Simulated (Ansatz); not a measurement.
Consider the formal exchange of groups at the Si–Si bond: `F[SiH2][SiH2]S` + `NCF` → `FC[SiH2]S` + `N[SiH2]F`.

Computed with Ansatz on PBE0-D4/def2-TZVP structures; ΔE is electronic, products minus reactants. CCSD(T)/CBS adds triple-zeta CCSD(T) − MP2 to the extrapolated MP2 energy (def2 sets, frozen cores). DFT in def2-TZVPP. One conformer a species, not always the lowest.

```
         species  r2SCAN energy (Eh)
`F[SiH2][SiH2]S`         -1080.06384
           `NCF`          -195.09304
     `FC[SiH2]S`          -828.61944
      `N[SiH2]F`          -446.57012
```

Task: Work out ΔE.

Result: ΔE = (-828.61944) + (-446.57012) − (-1080.06384) − (-195.09304) = -0.03268 Eh = -20.5 kcal/mol. CCSD(T)/CBS gives -22.5 kcal/mol.

Task: What do rigid-rotor, harmonic-oscillator terms from PBE0-D4/def2-TZVP frequencies (298.15 K, 1 bar) make of the CCSD(T)/CBS value? (Estimate.)

Result: The calculation gave: ΔZPE = -1.3 kcal/mol, ΔH = -23.7 kcal/mol, ΔS = -2 J/(mol·K), ΔG = -23.6 kcal/mol. Modes under 50 cm⁻¹ make the entropy rough.

Largest T1 diagnostic among the species: 0.012.

From PBE to PBE0 (25 % exact exchange), in def2-TZVPP and without D4, ΔE moves by −1.4 kcal/mol. Leaving LDA and LC-ωPBE aside and taking each functional with its dispersion term where it has one, the values, not all of them listed here, spread over 6.3 kcal/mol, from ωB97M-V to PBE-D4. At CCSD(T), def2-SVP lies +5.4 kcal/mol from the extrapolated value and def2-TZVPP +0.6 kcal/mol.
